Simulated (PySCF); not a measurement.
## Orbital energies and ionisation energy

Compound: C5H12Si.
Structure used (PBE0-D3(BJ)/def2-SVP), in Å, numbered top down from 1:
```
atom  x, y, z in Å
C1    -1.558   -1.243    0.264
C2    -0.852    0.047   -0.151
C3    -1.702    1.272    0.160
C4     0.518    0.146    0.498
C5     1.644   -0.767   -0.008
Si6    1.950    1.050   -0.289
H7    -2.521   -1.360   -0.257
H8    -1.761   -1.242    1.348
H9    -0.941   -2.126    0.040
H10   -0.702    0.008   -1.247
H11   -2.692    1.208   -0.319
H12   -1.865    1.367    1.247
H13   -1.211    2.194   -0.186
H14    0.465    0.217    1.594
H15    2.227   -1.314    0.740
H16    1.404   -1.383   -0.883
H17    1.783    1.585   -1.664
H18    2.935    1.772    0.556
```

Level: CAM-B3LYP/def2-SVPD (PySCF). Frontier orbitals with their largest atomic shares (Löwdin; up to four atoms above 4 %):

```json
{"orbital": "HOMO−3", "ε (eV)": "-10.94", "main atoms": "C2 19 %, C1 13 %, C3 12 %, Si6 9 %"}
{"orbital": "HOMO−2", "ε (eV)": "-10.49", "main atoms": "C2 25 %, C4 15 %, H10 14 %, C1 9 %"}
{"orbital": "HOMO−1", "ε (eV)": "-9.47", "main atoms": "C5 32 %, C4 24 %, Si6 12 %, C3 7 %"}
{"orbital": "HOMO", "ε (eV)": "-7.95", "main atoms": "?"}
{"orbital": "LUMO", "ε (eV)": "1.15", "main atoms": "Si6 31 %, C5 11 %, H17 11 %, H18 10 %"}
{"orbital": "LUMO+1", "ε (eV)": "1.43", "main atoms": "Si6 31 %, H18 7 %, C5 7 %, C1 7 %"}
{"orbital": "LUMO+2", "ε (eV)": "1.69", "main atoms": "Si6 25 %, C1 14 %, H17 11 %, H18 10 %"}
```

Q: What vertical ionisation energy does ΔSCF give, and how far is −ε(HOMO) from it?

A: ΔSCF: 8.67 eV (837 kJ/mol; threshold wavelength 143 nm); ⟨S²⟩ of the doublet left behind is 0.753, against 0.75 for a pure doublet. −ε(HOMO) is 7.95 eV, 0.72 eV below it. In exact Kohn–Sham theory the two would be equal; CAM-B3LYP (range-separated hybrid) falls short of its own ΔSCF value by 8 %.

Q: On which atoms does the HOMO lie?

A: Si6 (SiH2 silicon) 30 %, C4 (sp3 carbon bound to silicon) 26 %, C5 (sp3 carbon bound to silicon) 21 %, C2 (sp3 CH carbon) 5 %, so no atom holds as much as 40 %. The HOMO−1 lies 1.52 eV lower.

Q: What kinetic energy would electrons from this vertical process carry with Lyman-α light (10.199 eV)?

A: 10.20 − 8.67 = 1.53 eV.

Q: How many of the 10 lowest singlet excitations (vertical TDDFT, same level) lie below the ionisation energy?

A: All 10; they run from 6.28 to 8.12 eV.

Q: What total energies stand behind the ΔSCF value?

A: E(N) = -486.86495 Eh and E(N − 1) = -486.54616 Eh at the same geometry, 0.31879 Eh apart.

Q: With α = 88.9 au, estimate the like-pair dispersion coefficient by London's formula C6 = (3/4)α²I.

A: I = 0.3188 Eh, so C6 ≈ 1890 au; the Casimir–Polder integral at the same level gives 3060 au, 1.62 times as much.

Isolated species at its PBE0-D3(BJ)/def2-SVP geometry (one conformer only).
